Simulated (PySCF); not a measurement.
Predicted spectroscopic data

Single conformer, equivalent nuclei averaged, no solvent model, non-relativistic Hamiltonian. Structure optimised with GFN2-xTB; PBE0/pcSseg-1 with gauge-including orbitals; PySCF 2.14.

Shifts are taken against calculated references (same method and geometry level): 1H (σref 31.72), 13C (σref 186.93) against TMS. Splittings of carbon signals by F and P are missing where no couplings were computed. Where no couplings were computed, multiplicities follow the n + 1 count of equivalent neighbours, and m marks all less simple cases (inequivalent or close neighbours, rings, F or P nearby). Acid and N–H amide carbonyl carbons lie up to 10 ppm further downfield in solution (hydrogen bonding). Shifts are as computed. Against solution values, carbons near 30 ppm lie about +3 ppm off and those near 130 ppm about +5 ppm. Of 1211 compounds with measured shifts, 218 miss one by over three times the rms of a fit or turn the order of signals round; such compounds aren't used in these exercises. Groups on amide-type nitrogens are kept apart (slow C–N rotation). OH and NH positions are gas-phase values without hydrogen bonding to other molecules.

**1.** `NC(=O)C1=C[C@@H](F)COC1`, C6H8FNO2. 1H NMR (500 MHz, computed): δ 6.52 (m, 1H), 5.33 (br, 1H), 4.80 (m, 1H), 4.58 (m, 1H), 4.55 (br, 1H), 4.47 (m, 1H), 4.46 (m, 1H), 3.62 (m, 1H). 13C{1H} NMR (computed): δ 169.9 (C), 151.8 (C), 129.0 (CH), 84.2 (CH), 72.6 (CH2), 68.8 (CH2).

**2.** `F[C@H]1[SiH2]CC[SiH2][SiH2]1`, C3H11FSi3. 1H NMR (500 MHz, computed): δ 5.63 (m, 1H), 4.43 (m, 1H), 4.28 (m, 1H), 4.15 (m, 1H), 4.10 (m, 1H), 4.09 (m, 1H), 3.92 (m, 1H), 1.70 (m, 1H), 1.25 (m, 1H), 1.22 (m, 1H), 0.97 (m, 1H). 13C{1H} NMR (computed): δ 80.9 (CH), 8.2 (CH2), 6.1 (CH2).
